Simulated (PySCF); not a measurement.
**ORD: `InChI=1S/C6H9NSSi/c1-9-4-5(8)2-6(9)3-7/h6,9H,2,4H2,1H3/t6-,9+/m0/s1`**

Molfile (atoms numbered from 1):
```
C6H9NSSi
     RDKit          3D

 18 18  0  0  0  0  0  0  0  0999 V2000
    2.1476   -0.2473    1.1678 C   0  0  0  0  0  0  0  0  0  0  0  0
    0.9580   -0.3855   -0.2984 Si  0  0  2  0  0  4  0  0  0  0  0  0
    0.3694    1.3210   -0.9468 C   0  0  0  0  0  0  0  0  0  0  0  0
   -0.9774    1.4964   -0.3463 C   0  0  0  0  0  0  0  0  0  0  0  0
   -1.5220    2.8969    0.2634 S   0  0  0  0  0  0  0  0  0  0  0  0
   -1.7509    0.2182   -0.2765 C   0  0  0  0  0  0  0  0  0  0  0  0
   -0.8214   -0.8650    0.3056 C   0  0  1  0  0  0  0  0  0  0  0  0
   -1.2174   -2.1725   -0.1072 C   0  0  0  0  0  0  0  0  0  0  0  0
   -1.5158   -3.2173   -0.4684 N   0  0  0  0  0  0  0  0  0  0  0  0
    3.1359    0.0505    0.8332 H   0  0  0  0  0  0  0  0  0  0  0  0
    1.8068    0.4914    1.8896 H   0  0  0  0  0  0  0  0  0  0  0  0
    2.2494   -1.1974    1.6839 H   0  0  0  0  0  0  0  0  0  0  0  0
    1.4206   -1.2628   -1.3758 H   0  0  0  0  0  0  0  0  0  0  0  0
    0.2636    1.2716   -2.0326 H   0  0  0  0  0  0  0  0  0  0  0  0
    1.0119    2.1701   -0.7254 H   0  0  0  0  0  0  0  0  0  0  0  0
   -2.6595    0.3389    0.3151 H   0  0  0  0  0  0  0  0  0  0  0  0
   -2.0448   -0.0701   -1.2917 H   0  0  0  0  0  0  0  0  0  0  0  0
   -0.8626   -0.8307    1.3987 H   0  0  0  0  0  0  0  0  0  0  0  0
  1  2  1  0
  2  3  1  0
  3  4  1  0
  4  5  2  0
  4  6  1  0
  6  7  1  0
  7  8  1  0
  8  9  3  0
  7  2  1  0
  1 10  1  0
  1 11  1  0
  1 12  1  0
  2 13  1  6
  3 14  1  0
  3 15  1  0
  6 16  1  0
  6 17  1  0
  7 18  1  1
M  END
```

Method: TDDFT PBE0/def2-SVPD circular dichroism and optical rotation, one conformer, gas phase in PySCF. Geometry: GFN2-xTB.

Stereocentres: Si2 R, C7 S.

(1) What is the specific rotation at 633, 589.3 nm?

Answers

(1) [α] in deg dm⁻¹ (g/mL)⁻¹:
| λ (nm) | origin-invariant length gauge | modified velocity gauge | length gauge (centre of mass) | isotropic polarisability (au) |
| --- | --- | --- | --- | --- |
| 633 | +1225.0 | +1228.0 | +1224.2 | 123.4 |
| 589.3 | +1914.7 | +1917.2 | +1913.7 | 124.1 |

The shortest wavelength is close to the first absorption, where this undamped response comes out too large.

Problem. And for the mirror image at 589.3 nm?

Solution. -1914.7 deg dm⁻¹ (g/mL)⁻¹ (origin-invariant length gauge): the same size and the opposite sign.

Problem. What is the molar rotation [Φ] = [α]·M/100 of the geometry above at 589.3 nm?

Solution. With M = 155.29 g/mol, +2973.3 deg cm² dmol⁻¹ (origin-invariant length gauge).

The first excitation lies at 2.50 eV (497 nm) with R = +14.1 × 10⁻⁴⁰ esu² cm² (velocity form).
